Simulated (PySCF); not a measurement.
B(OMe)(OSiH3)2, SMILES COB(O[SiH3])O[SiH3], singlet, GFN2-xTB optimised geometry.

```
16

B     -0.38     0.54     0.00
O     -1.01     1.75     0.00
C     -2.41     1.90     0.00
H     -2.89     1.22     0.71
H     -2.62     2.93     0.27
H     -2.81     1.70    -1.00
O      0.96     0.54     0.00
Si     2.22     1.55     0.01
H      2.17     2.44    -1.15
H      3.34     0.60    -0.06
H      2.23     2.33     1.25
O     -1.03    -0.63     0.00
Si    -2.23    -1.70     0.03
H     -3.34    -1.23    -0.81
H     -2.66    -1.83     1.42
H     -1.64    -2.93    -0.50
```

Density from PBE0/def2-TZVP (PySCF) at that geometry.

Minimum of the electron density along straight lines between bonded atoms, close to the bond critical point (lines longer than 1.1 times the sum of covalent radii, or with two minima, are not listed):

```csv
bond,length / Å,ρ at the minimum / e bohr⁻³,∇²ρ there / e bohr⁻⁵,position (fraction from the first atom)
B1–O2,1.365,0.209,0.89,0.33
O2–C3,1.409,0.258,-0.50,0.65
C3–H4,1.093,0.283,-0.99,0.64
C3–H5,1.090,0.286,-1.02,0.65
C3–H6,1.093,0.284,-1.00,0.65
B1–O7,1.341,0.216,1.04,0.33
O7–Si8,1.618,0.142,0.96,0.59
Si8–H9,1.464,0.126,0.17,0.49
Si8–H10,1.461,0.127,0.18,0.49
Si8–H11,1.464,0.126,0.17,0.49
B1–O12,1.337,0.212,1.09,0.34
O12–Si13,1.605,0.142,1.01,0.58
Si13–H14,1.468,0.126,0.18,0.49
Si13–H15,1.465,0.126,0.17,0.49
Si13–H16,1.460,0.128,0.18,0.49
```
